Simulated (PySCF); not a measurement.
Computed IR spectrum (relative IR intensity) of a molecule C2H5ClFNSi. Coordinates come from a TPSSh-D3(BJ)/def2-SVP optimisation. Other conformers were not sampled. Calculation: PySCF with TPSSh-D3(BJ)/def2-SVP. Frequencies are harmonic and unscaled.

Lines under 2 % of the strongest are left out, and lines within 2 cm⁻¹ are merged.

| ν (cm⁻¹) | relative intensity |
|---|---|
| 218 | 4.2 |
| 262 | 3.7 |
| 323 | 2.8 |
| 355 | 6.2 |
| 437 | 23 |
| 454 | 46 |
| 511 | 65 |
| 723 | 12 |
| 843 | 8.7 |
| 860 | 79 |
| 885 | 34 |
| 925 | 96 |
| 984 | 13 |
| 1149 | 34 |
| 1202 | 29 |
| 1343 | 5.2 |
| 1556 | 21 |
| 1695 | 100 |
| 2295 | 53 |
| 3541 | 13 |
| 3636 | 13 |

Which structure fits?
A. C/N=C/[Si@H](F)Cl
B. F[Si]1(Cl)CNC1
C. FC/N=C/[SiH2]Cl
D. N[Si@H](Cl)/C=C/F

D, N[Si@H](Cl)/C=C/F
